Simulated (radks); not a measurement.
The numbers below are computed, except where a source is named.
Isoelectronic series with 7 electrons, each ion in its NIST ground configuration. Code: a radial shooting solver on a logarithmic mesh with Libxc functionals. Model: non-relativistic Kohn-Sham, PBE, spin-polarised, spherical densities, point nucleus; open shells are filled with parallel spins first. Total energies (hartree) and screening constants sigma, defined by e = -(Z - sigma)^2 / (2 n^2) hartree:

ion,configuration,E (hartree),2p up,2s down,2s up
N,[He] 2s2 2p3,-54.53576,5.437,4.880,4.584
O+,[He] 2s2 2p3,-74.49827,5.216,4.763,4.506
F2+,[He] 2s2 2p3,-97.72528,5.106,4.690,4.452
Ne3+,[He] 2s2 2p3,-124.21057,5.038,4.639,4.414
Al6+,[He] 2s2 2p3,-223.19221,4.929,4.552,4.345
Si7+,[He] 2s2 2p3,-262.69097,4.908,4.534,4.331
P8+,[He] 2s2 2p3,-305.44121,4.890,4.519,4.319
S9+,[He] 2s2 2p3,-351.44261,4.876,4.507,4.308
Cl10+,[He] 2s2 2p3,-400.69493,4.863,4.496,4.300
Ar11+,[He] 2s2 2p3,-453.19799,4.853,4.487,4.292
K12+,[He] 2s2 2p3,-508.95167,4.844,4.478,4.285
Ca13+,[He] 2s2 2p3,-567.95586,4.836,4.471,4.279
Sc14+,[He] 2s2 2p3,-630.21048,4.828,4.465,4.274
Ti15+,[He] 2s2 2p3,-695.71546,4.822,4.459,4.270
V16+,[He] 2s2 2p3,-764.47076,4.816,4.454,4.265

Estimate the row of Mg5+ ([He] 2s2 2p3).

Answer. E (hartree) -186.94538; 2p up 4.956; 2s down 4.574; 2s up 4.363.
